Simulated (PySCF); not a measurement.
# Computed properties of F2H3NOSi, SMILES N[Si](O)(F)F

Si(F)2(OH)(NH2) (F₂H₃NOSi), SMILES N[Si](O)(F)F. Geometry optimised at r2SCAN-D4/def2-SVP. Other conformers were not sampled. All values are computed for the isolated molecule unless a solvent is named; none is compared with measurement here.

**Structure.** All 18 harmonic modes at r2SCAN-D4/def2-SVP (PySCF) are real, so it is a minimum. With heavy atoms numbered as in [NH2:1][Si:2]([OH:3])([F:4])[F:5], the shortest bond between them is Si2–F4 at 1.612 Å and the longest N1–Si2 at 1.683 Å.

**Vibrations.** The strongest infrared lines (harmonic, unscaled, degenerate partners summed) lie at 996 cm⁻¹ (251 km/mol, Si 50 %, F 20 %, N 15 %, O 8 %), 1022 cm⁻¹ (209 km/mol, Si 50 %, O 18 %, H 13 %, N 13 %), 932 cm⁻¹ (206 km/mol, Si 47 %, F 42 %, O 9 %). The softest mode is at 153 cm⁻¹ and the zero-point energy is 29.1 kcal/mol.

**Electronic structure.** PBE0/def2-TZVP (PySCF) places the frontier levels at -8.32 and 0.44 eV, a gap of 8.76 eV, and gives a dipole moment of 1.80 D and a mean polarisability of 31.8 bohr³.

**Excitations.** TDA-B3LYP/def2-SVPD (PySCF) has S1 at 6.75 eV (184 nm, f = 0.035, weak); the most intense of the 10 singlets computed lies at 9.10 eV (f = 0.06). T1 (TDA) is at 6.40 eV, 0.35 eV under S1. No vertical singlet excitation falls in the visible range (under 3.1 eV).

**NMR.** GIAO shifts at PBE0/pcSseg-1 (PySCF) (non-relativistic, atoms alike by connectivity averaged): ¹H from 1.3 to 2.4 ppm against TMS; ²⁹Si at -65.3 ppm against TMS; ¹⁹F at -156.0 ppm against CFCl3.
